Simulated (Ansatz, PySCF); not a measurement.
1-bromo-2,2-dichloro-1-fluoroethene (C₂BrCl₂F), SMILES FC(Br)=C(Cl)Cl. Atoms are numbered in the order given.

```xyz
6

F      1.9674    -0.0490     0.0000
C      0.6545    -0.1161     0.0000
Br    -0.0227    -1.8471     0.0000
C     -0.0964     0.9983     0.0000
Cl     0.6593     2.5380     0.0000
Cl    -1.8050     0.9710     0.0000
```
Charge 0, spin multiplicity 1.

Geometry optimised at PBE0-D3(BJ)/def2-SVP.

Two levels are set side by side: PBE-D3(BJ)/def2-SVP (Ansatz, a quantum-chemistry and plane-wave program) and PBE0-D3(BJ)/def2-SVP (Ansatz). Each level has its own optimised geometry; the coordinates shown are those of the second. Frequencies come from the Hessian of PySCF at each geometry. Differences are taken from unrounded values.

| quantity | PBE0-D3(BJ) |
|---|---|
| mean bond length (Å) | 1.588 |
| bond F1–C2 (Å) | 1.315 |
| bond C2–Br3 (Å) | 1.859 |
| bond C2–C4 (Å) | 1.344 |
| bond C4–Cl5 (Å) | 1.715 |
| bond C4–Cl6 (Å) | 1.709 |
| highest harmonic wavenumber (cm⁻¹) | 1727 |
| mean harmonic wavenumber (cm⁻¹) | 614 |
| zero-point energy (kcal/mol) | 10.53 |

What does PBE-D3(BJ) give, and how far is it from PBE0-D3(BJ)? (An estimate is asked for; the answer gives what the named calculation found.)


```
quantity                            PBE-D3(BJ)  PBE-D3(BJ) minus PBE0-D3(BJ)
----------------------------------  ----------  ----------------------------
mean bond length (Å)                     1.603                         0.015
bond F1–C2 (Å)                           1.329                         0.014
bond C2–Br3 (Å)                          1.877                         0.018
bond C2–C4 (Å)                           1.358                         0.015
bond C4–Cl5 (Å)                          1.729                         0.014
bond C4–Cl6 (Å)                          1.722                         0.013
highest harmonic wavenumber (cm⁻¹)        1639                           -89
mean harmonic wavenumber (cm⁻¹)            580                           -33
zero-point energy (kcal/mol)              9.96                         -0.57
```

GGA bonds tend to be longer and softer than those of functionals with exact exchange. Differences between two approximate levels are no errors against the true value.
